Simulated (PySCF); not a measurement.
Nonlinear optical response: SMILES C(C1=CC=C(C#C)C=C1)=S, C$_{9}$H$_{6}$S

Cartesian coordinates in Å; atom numbers follow the order of the lines, from 1:
```xyz
16

C     3.9699   -0.3441   -0.3121
C     2.7658   -0.2634   -0.1858
C     1.3500   -0.1689   -0.0417
C     0.5532    0.2891   -1.1113
C    -0.8195    0.3794   -0.9732
C    -1.4435    0.0169    0.2342
C    -2.8879    0.0991    0.4110
S    -3.9890    0.5902   -0.6791
C    -0.6465   -0.4381    1.2988
C     0.7308   -0.5313    1.1671
H     5.0362   -0.4165   -0.4238
H     1.0351    0.5709   -2.0491
H    -1.4501    0.7321   -1.7932
H    -3.2283   -0.2173    1.4108
H    -1.1230   -0.7215    2.2413
H     1.3452   -0.8856    1.9965
```

Computed, not measured: quadratic response CAM-B3LYP/aug-cc-pVDZ first hyperpolarisability, Taylor convention, gas phase in PySCF 2.14.0. Geometry: PBE0-D3(BJ)/def2-SVP.

Problem. What is the first hyperpolarisability, and how does it disperse?

Solution. In au, Taylor convention; the vector part is βᵢ = ⅓ Σⱼ (βᵢⱼⱼ + βⱼᵢⱼ + βⱼⱼᵢ); β∥ is 3/5 of the vector part along the dipole, the dipole points from − to +:
| process | λ (nm) | β vector norm | β∥ | β HRS | depolarisation ratio |
| --- | --- | --- | --- | --- | --- |
| static β(0;0,0) | ∞ | 2027.2 | 1120.7 | 841.2 | 4.96 |
| second harmonic β(−2ω;ω,ω) | 1907 | 2396.9 | 1325.8 | 993.6 | 4.98 |
| Pockels β(−ω;ω,0) | 1907 | 2140.3 | 1183.4 | – | – |
| Pockels β(−ω;ω,0) | 1064 | 2426.6 | 1342.2 | – | – |

Second harmonics within 0.3 eV of the first excitation or beyond it are left out.

Problem. Which lowest excitations, dipole and polarisabilities go with it?

Solution. S1 2.17 eV (f = 0.000); S2 3.95 eV (f = 0.666); S3 4.43 eV (f = 0.028); dipole 2.94 D; isotropic α 146.3 au static, 147.6 au at 1907 nm, 150.8 au at 1064 nm, 152.0 au at 953.5 nm.
